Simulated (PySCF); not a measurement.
Ligands exchanged one at a time, In H-SH. All species are isolated molecules in the gas phase. One relaxed conformer stands for each flexible species; it need not be the lowest. Strings in code marks are SMILES.

These are PBE-D3(BJ)/def2-TZVP (PySCF) values and carry that method's errors. 

```
species                                                                               HOMO–LUMO gap (eV)  HOMO (eV)
------------------------------------------------------------------------------------  ------------------  ---------
0 of 3 H replaced by SH (`[InH3]`)                                                                  4.34      -6.99
1 of 3 H replaced by SH (`[SH][InH2]`)                                                              3.83      -6.24
2 of 3 H replaced by SH (`[SH][InH][SH]` (H–S–In–S torsion 0°, S–In–S–H torsion 0°))                4.08      -6.23
```
